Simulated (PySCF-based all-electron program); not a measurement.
Results of a calculation; reference values are marked as such.
Force along the bond of LiK, singlet

Method: all-electron DFT (in-house code on PySCF), basis-limit composite values; Koelling–Harmon scalar relativity, no spin–orbit coupling, spin-restricted. Forces are good to about 0.002 eV/Å. In part, the state lies near an instability. A positive force pushes the atoms apart.

| r (Å) | PBE (eV/Å) |
| --- | --- |
| 2.656 | 1.163 |
| 2.822 | ? |
| 2.988 | ? |
| 3.320 | 0.047 |
| 3.652 | ? |

(1) Fill in the missing PBE forces.

(2) Fit a Morse curve to the forces within 0.84 to 1.25 of the listed length with the smallest force. Where does the force vanish, what is the force constant, and what harmonic wavenumber follows with standard atomic masses?

Results:

(1) 2.822 Å: 0.785 eV/Å; 2.988 Å: 0.477 eV/Å; 3.652 Å: -0.193 eV/Å.

(2) PBE: 3.372 Å, 0.9 eV/Å², about 200 cm⁻¹. The points are far apart, so these are estimates.
